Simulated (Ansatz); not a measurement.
`CC[N](C)[Ge]([CH3])([F])[O]C`, relaxed with RKS PBE-D4/def2-SVP in Ansatz 0.2.0 from a rough embedded geometry. The force threshold is 0.03 eV/Å; the program also tests the step.

The species carries charge 0 and has multiplicity 1.

Start:

```xyz
23

C     1.383    2.103    0.968
C     0.757    1.674   -0.392
N     0.721    0.227   -0.498
C     0.591   -0.249   -1.813
Ge   -0.685   -0.511    0.532
C    -2.396    0.337    0.084
F    -0.388   -0.331    2.264
O    -0.850   -2.301    0.209
C     0.244   -2.980    0.715
H     2.280    1.590    1.152
H     0.602    1.925    1.754
H     1.513    3.202    0.926
H     1.379    2.125   -1.201
H    -0.277    2.103   -0.569
H    -0.346    0.194   -2.327
H     1.411    0.109   -2.471
H     0.533   -1.331   -1.932
H    -2.388    1.382    0.412
H    -3.202   -0.206    0.578
H    -2.573    0.312   -1.053
H     0.253   -2.823    1.824
H     0.238   -4.015    0.495
H     1.201   -2.537    0.343
```

Question: By how much does the energy fall, and how many steps does the optimiser take? (An estimate is asked.)

Answer: The calculation gave: 62.63 kJ/mol, in 9 steps.

Question: Which bonds change most? (An estimate is asked.)

Answer: Computed: C1–H10 from 1.050 to 1.109 Å; N3–C4 from 1.405 to 1.458 Å; C9–H22 from 1.058 to 1.110 Å; C6–H20 from 1.151 to 1.107 Å.

Question: Give the relaxed structure. (Estimate.)

Answer: Ansatz gave: 
```xyz
23

C     1.371    2.094    1.001
C     0.972    1.674   -0.411
N     0.508    0.292   -0.525
C     0.506   -0.202   -1.896
Ge   -0.869   -0.386    0.508
C    -2.703    0.158    0.163
F    -0.485   -0.001    2.191
O    -0.802   -2.164    0.332
C     0.398   -2.844    0.676
H     2.145    1.412    1.406
H     0.518    2.074    1.707
H     1.782    3.123    0.986
H     1.864    1.765   -1.074
H     0.227    2.403   -0.829
H    -0.113    0.413   -2.598
H     1.543   -0.216   -2.305
H     0.121   -1.241   -1.928
H    -2.831    1.228    0.417
H    -3.389   -0.452    0.780
H    -2.941    0.006   -0.907
H     0.590   -2.819    1.772
H     0.294   -3.905    0.366
H     1.292   -2.415    0.166
```
